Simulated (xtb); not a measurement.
xtb was given this input:
```
$ xtb coord --gfn 1 --uhf 1 --json

# file coord
$coord
     -0.1985814163       4.3442434456       0.8662888170  f
      0.1249353877       1.9343973605       0.3495694754  c
      2.1566846162       0.3939487675      -0.2901110759  c
      4.5721463437       0.8351668229      -0.6150320976  f
      0.6953654323      -1.7845578769      -0.4599140042  c
      1.1086009335      -4.1780155767      -0.9887020439  f
     -1.6872498694      -0.3081999123       0.2269640444  c
     -2.8367490116      -0.9571141001       2.3981929377  f
     -3.5052405920      -0.2013394716      -1.5450865668  f
$end
```

### Question
What does this run give for the dipole moment, partial charges in atom order?

### Answer

- dipole moment = 1.05 D
- partial charges in atom order = F1 -0.17, C2 0.17, C3 0.23, F4 -0.19, C5 0.17, F6 -0.17, C7 0.44, F8 -0.24, F9 -0.24
